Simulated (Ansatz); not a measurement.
Reactions of C$_{2}$H$_{7}$AlSSi (`[SiH3]C[CH]1[AlH][S]1`).

Isolated molecules relaxed with PBE0-D4/def2-TZVP in Ansatz; ΔE leaves out vibrations. CCSD(T)/CBS adds triple-zeta CCSD(T) − MP2 to the extrapolated MP2 energy (def2 sets, frozen cores). This one scheme is used for every species, atoms too. For atomizations the MP2-based limit and the directly extrapolated one differ by several kJ/mol either way, and by 10 to 25 for some Ge, Se and Sn compounds, so smaller differences from it don't rank the levels. DFT in def2-TZVPP. No spin–orbit coupling; open shells (•) take unrestricted orbitals. Spin–orbit coupling would lower the free atoms: a little for Al, C, S, Si. One conformer a species, not always the lowest.

```tsv
reaction	LDA (SPW92) (kcal/mol)
`[SiH3]C[CH]1[AlH][S]1` + `C=N` → `C=NC[SiH3]` + `[CH2]1[AlH][S]1`	2.0
`[SiH3]C[CH]1[AlH][S]1` + H₂S → `[SiH3]CS` + `[CH2]1[AlH][S]1`	3.8
`[SiH3]C[CH]1[AlH][S]1` → Al• + 2 C• + 7 H• + S• + Si•	1082.9
`[SiH3]C[CH]1[AlH][S]1` → `[AlH2][C@H]1C[Si@@H]1S`	0.9
`[SiH3]C[CH]1[AlH][S]1` + H₂ → `[CH2]1[AlH][S]1` + `C[SiH3]`	-14.4
```

Problem. Give the CCSD(T)/CBS values in the same order. (An estimate is asked.)

Solution. The calculation gave: 4.3, 2.8, 958.6, 2.2, -15.9 kcal/mol.

Largest T1 diagnostic: 0.018, for Al•.
